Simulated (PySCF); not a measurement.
## Telling isomers of C₇H₇FO apart by NMR

Method: geometry: GFN2-xTB, shieldings: GIAO PBE0/pcSseg-1, in PySCF 2.14 (in vacuum, one computed conformer, no relativistic terms, averaged over atoms made equivalent by symmetry, fast rotation or ring inversion).

Shifts are taken against calculated references (same method and geometry level): 1H (σ = 31.72 ppm) and 13C (σ = 186.93 ppm) against TMS. Splittings of carbon signals by F and P are missing where no couplings were computed. Where no couplings were computed, multiplicities follow the n + 1 count of equivalent neighbours, and m marks all less simple cases (inequivalent or close neighbours, rings, F or P nearby). Shifts are as computed. Against solution values, carbons near 30 ppm lie about +3 ppm off and those near 130 ppm about +5 ppm (rms about the fit 2.1 ppm; single classes can miss by 10 ppm). Of 1328 compounds with measured shifts, 309 miss one by over three times the rms of a fit or turn the order of signals round; such compounds aren't used in these exercises. Signals without a measured value on file couldn't be tested in this way; 1H shifts scatter by 0.2 ppm about their fit, and single ones miss by 0.5 ppm. OH and NH positions are gas-phase values without hydrogen bonding to other molecules.

(1) Tabulate the signals of `OCc1ccccc1F`, `Oc1ccc(CF)cc1`, `C[C@@]12C=C[C@@H](O1)C(F)=C2` and their relative energies.

(2) What is the quickest way to tell Oc1ccc(CF)cc1 from C[C@@]12C=C[C@@H](O1)C(F)=C2?

(3) What is the quickest way to tell OCc1ccccc1F from Oc1ccc(CF)cc1?

(4) What is the quickest way to tell OCc1ccccc1F from C[C@@]12C=C[C@@H](O1)C(F)=C2?

Results:

(1) 
| SMILES | carbon types | δC | δH | E rel. (kcal/mol) |
| --- | --- | --- | --- | --- |
| OCc1ccccc1F | 2×C 4×CH 1×CH2 | 169.0, 136.5, 133.9, 131.8, 129.6, 120.9, 63.3 | 8.06 (m, 1H), 7.55 (m, 1H), 7.51 (m, 1H), 7.31 (m, 1H), 5.19 (s, 2H), 0.25 (br s, 1H) | 1.7 |
| Oc1ccc(CF)cc1 | 2×C 4×CH 1×CH2 | 162.6, 135.0, 129.4, 118.9, 86.8 | 7.45 (m, 2H), 7.01 (d, 2H), 5.90 (m, 2H), 4.23 (br s, 1H) | 0.0 |
| C[C@@]12C=C[C@@H](O1)C(F)=C2 | 2×C 4×CH 1×CH3 | 201.4, 162.1, 154.7, 122.9, 93.2, 84.8, 19.2 | 7.57 (m, 1H), 7.30 (d, 1H), 5.91 (m, 1H), 4.78 (m, 1H), 1.71 (s, 3H) | 57.6 |

Energies are electronic energies at PBE0/pcSseg-1 on these geometries, without zero-point or thermal terms, each for the one conformer computed, which needn't be the lowest.

(2) Count the carbon signals: 5 against 7. The first has an sp3 CH2 bonded to F, on an aromatic ring at 86.8 ppm, the second a methyl carbon (CH3) at 19.2 ppm. Their most deshielded carbons lie at 162.6 and 201.4 ppm.

(3) Count the carbon signals: 7 against 5. The first has an sp3 CH2 bonded to O, on an aromatic ring at 63.3 ppm, the second an sp3 CH2 bonded to F, on an aromatic ring at 86.8 ppm. Their most deshielded carbons lie at 169.0 and 162.6 ppm. In the proton spectra the most deshielded non-exchanging signals are 8.06 (m, 1H) and 7.45 (m, 2H).

(4) Both give the same number of carbon signals, but DEPT or the intensities differ. The first has an sp3 CH2 bonded to O, on an aromatic ring at 63.3 ppm, the second a methyl carbon (CH3) at 19.2 ppm. Their most deshielded carbons lie at 169.0 and 201.4 ppm. In the proton spectra the most deshielded non-exchanging signals are 8.06 (m, 1H) and 7.57 (m, 1H).
